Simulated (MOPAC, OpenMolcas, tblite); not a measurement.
A ladder of methods for C2H5FSi (SMILES F/C=C/[SiH3])

C2H5FSi has 9 atoms, charge 0, and is taken as a singlet. SMILES: `F/C=C/[SiH3]`. The coordinates come from a PBE0-D4/def2-TZVP relaxation.

Each level gives the HOMO–LUMO gap (eV). The values are calculated.

```json
{"level": "MNDO", "kind": "semi-empirical", "program": "MOPAC", "value (eV)": "10.90", "CPU time": "under 2 s"}
{"level": "GFN1-xTB", "kind": "semi-empirical", "program": "tblite", "value (eV)": "4.80", "CPU time": "under 2 s"}
{"level": "HF/cc-pVDZ", "kind": "Hartree–Fock", "program": "OpenMolcas", "value (eV)": "14.36", "CPU time": "10 s"}
{"level": "SVWN5/cc-pVDZ", "kind": "LDA", "program": "OpenMolcas", "value (eV)": "5.36", "CPU time": "36 s"}
{"level": "BLYP/cc-pVDZ", "kind": "GGA", "program": "OpenMolcas", "value (eV)": "5.40", "CPU time": "52 s"}
{"level": "TPSS/cc-pVDZ", "kind": "meta-GGA", "program": "OpenMolcas", "value (eV)": "5.64", "CPU time": "69 s"}
{"level": "BHLYP/cc-pVDZ", "kind": "global hybrid", "program": "OpenMolcas", "value (eV)": "9.91", "CPU time": "46 s"}
{"level": "M06-2X/cc-pVDZ", "kind": "hybrid meta-GGA", "program": "OpenMolcas", "value (eV)": "9.87", "CPU time": "62 s"}
{"level": "B2PLYP/cc-pVDZ", "kind": "double hybrid", "program": "OpenMolcas", "value (eV)": "10.18", "CPU time": "35 s"}
```

The values span 4.80 to 14.36 eV. Orbital gaps aren't excitation energies, and those of double hybrids come from the SCF part alone; they tend to grow with the share of exact exchange. CPU times are rough (shared hosts, several kinds of processor and program).
